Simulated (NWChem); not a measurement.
Correlation energy of MgO

SMILES: [O]=[Mg]
```xyz
2

Mg     0.0000     0.0000     0.6990
O      0.0000     0.0000    -1.0486
```
Charge 0, spin multiplicity 1.

Program: NWChem. The geometry was optimised at PBE0/def2-SVP, a minimum by its harmonic frequencies.

Basis set: def2-SVP. Each correlation energy counts from its own Hartree-Fock reference.

The correlated methods keep 6 core orbitals frozen. The structure started from a generated list of species. Coupled-cluster values serve here as a point of comparison, not as the truth.

### Question
Order these methods by the correlation energy they give, lowest first: CCSD(T), SCS-MP2, CCSD+T(CCSD), MP2, CCSD.

### Answer
CCSD+T(CCSD) (-282.5 mHa), CCSD(T) (-273.9 mHa), MP2 (-270.4 mHa), SCS-MP2 (-261.3 mHa), CCSD (-255.1 mHa)
